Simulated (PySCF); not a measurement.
A structure optimised at PBE-D3(BJ)/def2-SVP, used in a PySCF frequency run:

```
C
C 1 1.3562
F 2 1.3564 1 119.41
H 1 1.1015 2 116.90 3 180.00
C 1 1.4509 4 118.52 2 180.00
C 5 1.3537 1 124.58 4 0.00
H 6 1.1001 5 121.42 1 180.00
H 6 1.1026 7 117.20 5 180.00
H 5 1.1031 6 119.36 7 0.00
C 2 1.4889 1 128.09 4 0.00
H 10 1.1052 2 111.10 1 0.00
H 10 1.1110 11 108.82 2 122.02
H 10 1.1110 11 108.82 12 115.96
```

Task: Write its SMILES, formula and point group.

Result: C=C/C=C(/C)F, C₅H₇F, Cs

Task: What are its rotational constants (standard atomic weights)?

Result: 8.9155, 1.9212, 1.5966 GHz
